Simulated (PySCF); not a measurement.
Mercury: a sound run and one with changed settings

Sound run: Hg²⁺ [Xe] 4f14 5d10, Hg³⁺ [Xe] 4f14 5d9. All numbers are calculated (PySCF 2.14, scalar relativity through the core potential, in cc-pVTZ-PP with ECP60MDF (5s5p4d2f1g, 63 functions)). The sound run starts from symmetry-adapted Hartree-Fock orbitals and uses a fine grid where one is needed.

Changed run: initial guess atom, at most 2 SCF cycles. This setting is unsound on purpose.

| species | method | sound run (hartree) | changed run (hartree) | converged |
| --- | --- | --- | --- | --- |
| Hg²⁺ | UHF | -151.59939 | -151.59554 | no |
| Hg²⁺ | LDA | -152.17193 | -152.11985 | no |
| Hg²⁺ | PBE | -152.45659 | -152.42007 | no |
| Hg³⁺ | UHF | -150.36748 | -150.35176 | no |
| Hg³⁺ | LDA | -150.86193 | -150.73533 | no |
| Hg³⁺ | PBE | -151.16084 | -151.05274 | no |

The SCF was stopped early; the energies are upper bounds that still move, and correlated levels were skipped or rest on poor orbitals.
